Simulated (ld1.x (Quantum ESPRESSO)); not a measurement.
**Plane-wave convergence, TM potential for fluorine**

ld1.x (Quantum ESPRESSO) 7.5 input, shortened:

```
&input
   title='F', zed=9., rel=0, dft='PBE', iswitch=3,
   config='[He] 2s2 2p5 3d-2'
 /
 &inputp
   pseudotype=2, tm=.true., lloc=-1, rcloc=0.60,
   nlcc=.false.
 /
3
2S  1  0   2.00   0.00  0.55  0.55  0.0
2P  2  1   5.00   0.00  1.75  1.75  0.0
3D  3  2  -2.00  -0.10  1.45  1.45  0.0
 &test
   configts(1)='2s2 2p5'
 /
```

The pseudo-atom Hamiltonian at the reference potential is diagonalised in spherical Bessel functions j_l(qr) that vanish at 20 bohr, with q² up to the cutoff. All-electron valence levels (Ry): 2s -2.1917, 2p -0.8174.

Q: How do the lowest levels (Ry) of each channel move with the cutoff, and are there ghosts?

A:

| cutoff (Ry) | s #1 | s #2 | p #1 | d #1 | f #1 | Σ f·Δε (mRy) |
| --- | --- | --- | --- | --- | --- | --- |
| 8 | -1.9104 | -0.0045 | -0.0224 | 0.0806 | 0.1213 | 4535.0 |
| 18 | -1.9896 | -0.0067 | -0.3534 | 0.0806 | 0.1213 | 2721.2 |
| 35 | -2.0470 | -0.0076 | -0.7755 | 0.0806 | 0.1213 | 496.4 |
| 55 | -2.1320 | -0.0091 | -0.8167 | 0.0806 | 0.1213 | 120.3 |
| 90 | -2.1702 | -0.0097 | -0.8173 | 0.0806 | 0.1213 | 40.9 |
| 140 | -2.1730 | -0.0098 | -0.8174 | 0.0806 | 0.1213 | 34.7 |
| 230 | -2.1876 | -0.0101 | -0.8174 | 0.0806 | 0.1213 | 5.4 |
| 400 | -2.1903 | -0.0101 | -0.8174 | 0.0806 | 0.1213 | 0.0 |

Result: no extra level below or beside the all-electron valence levels (s, p, d, f tested); 10 mRy is reached at 230 Ry and 1 mRy at over 300 Ry.

Its largest configuration-test error is +5105 meV.
